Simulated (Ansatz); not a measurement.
A set of 12 reactions (ligand exchange), with CCSD(T)/CBS values in kJ/mol:

| reaction | ΔE |
| --- | --- |
| `CC[S][SnH3]` + `[SiH3]S` → `[SiH3][S][SnH3]` + `CCS` | -11.9 |
| `O[Si](F)(Cl)Cl` + `O[SiH2]S` → `O[SiH2]S[Si](F)(Cl)Cl` + H₂O | 40.7 |
| `C[O][K]` + HCl → `[Cl][K]` + CH₃OH | -147.3 |
| `C=C[SiH2][SiH3]` + CH₃SH → `CS[SiH2][SiH3]` + `C=C` | -58.4 |
| `[O]=[Re](=[O])(=[O])[O][Re](=[O])(=[O])=[O]` + H–F → `[O]=[Re](=[O])(=[O])[F]` + `[O]=[Re](=[O])(=[O])[OH]` | 6.8 |
| `O[Si](O)(O)O` + HCl → `O[Si](O)(O)Cl` + H₂O | 11.0 |
| `[GeH3][CH]=[Se]` + H₂Se → `[GeH3][SeH]` + `C=[Se]` | -63.8 |
| `B/C=C/[Se][SiH3]` + `C[SeH]` → `C[Se][Se][SiH3]` + `BC=C` | -46.6 |
| `[NH2][In]([F])[F]` + H₂Se → `[F][In]([F])[SeH]` + NH₃ | -102.8 |
| `BO[SiH2]F` + HBr → `BO[SiH2]Br` + H–F | 47.2 |
| `N[SiH2]N[SiH](N)Cl` + `N[SiH](O)F` → `N[SiH2]O[SiH](N)F` + `N[SiH](N)Cl` | -51.8 |
| `[CH3][GeH2][CH2]N` + `BO` → `B[O][GeH2][CH3]` + CH₃NH₂ | -52.0 |

Computed with Ansatz on PBE0-D4/def2-TZVP structures; ΔE is electronic, products minus reactants. CCSD(T)/CBS is the MP2 limit (def2-TZVPP, def2-QZVPP) plus CCSD(T) − MP2 in def2-TZVPP, frozen cores. This one scheme is used for every species. DFT in def2-TZVPP. B3LYP here is the variant with VWN-RPA as its local correlation; programs differ in this. def2 core potentials past Kr. For Br, Ge, In, K, Re, Se, Sn outer-core shells are correlated without core-valence functions, which leaves a few kJ/mol of doubt a bond. Scalar relativity is left out up to krypton. One conformer a species, not always the lowest.

Problem. Give the mean, mean absolute and largest difference (level minus CCSD(T)/CBS, kJ/mol) for: PBE-D4, PBE0-D4, B3LYP-D4, ωB97X-V, B2PLYP, r2SCAN, PBE0, SCS-MP2/def2-TZVPP, CCSD(T)/def2-TZVPP, HF/def2-QZVPP, MP2/def2-QZVPP, SCS-MP2/def2-QZVPP, MP2/CBS(def2), CCSD/CBS(def2). (Estimate.)

Solution. The calculation gave: 
```tsv
level	mean	mean absolute	largest
PBE-D4	-1.1	6.8	-20.4
PBE0-D4	-2.8	4.7	-14.7
B3LYP-D4	-0.7	3.3	-12.4
ωB97X-V	-1.2	4.3	-22.4
B2PLYP	1.5	4.6	12.6
r2SCAN	-1.2	4.9	-25.5
PBE0	-2.3	4.8	-21.7
SCS-MP2/def2-TZVPP	3.4	4.6	13.0
CCSD(T)/def2-TZVPP	3.3	3.6	7.8
HF/def2-QZVPP	-3.8	15.7	35.7
MP2/def2-QZVPP	1.3	3.4	19.7
SCS-MP2/def2-QZVPP	1.6	3.1	11.1
MP2/CBS(def2)	-0.1	4.0	18.1
CCSD/CBS(def2)	-0.5	2.3	5.7
```

The largest T1 diagnostic in the set is 0.025, for `[O]=[Re](=[O])(=[O])[O][Re](=[O])(=[O])=[O]` (customary mark 0.02).

CCSD(T)/CBS is a level of theory with its own doubt, and the functionals carry their triple-zeta basis error, so these figures describe this set and don't rank the functionals.
